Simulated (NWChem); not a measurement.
SnH3O3 cation; SMILES [OH][Sn+]([OH])[OH]

```xyz
7

Sn     0.0146    -0.0025     0.0002
O      0.9105    -1.6974    -0.0010
H      1.8823    -1.6816     0.0058
O     -1.8880    -0.1761    -0.0003
H     -2.3820     0.6624    -0.0010
O      0.7358     1.7821    -0.0005
H      1.7036     1.8742    -0.0015
```
Atoms are numbered in this order, from 1.

Structure relaxed at the PBE0/def2-SVP level. def2 effective core potentials on Sn; no spin-orbit coupling.

List the 4 lowest vertical singlet excitations from BHandHLYP/def2-SVP with def2 effective core potentials on Sn, TDA (NWChem).


| state | energy (eV) | oscillator strength | leading excitation (squared amplitude) |
|---|---|---|---|
| S1 | 5.06 | 0.000 | HOMO → LUMO (0.77) |
| S2 | 5.08 | 0.000 | HOMO−1 → LUMO (0.78) |
| S3 | 6.07 | 0.099 | HOMO−2 → LUMO (0.70) |
| S4 | 6.15 | 0.064 | HOMO−4 → LUMO (0.93) |
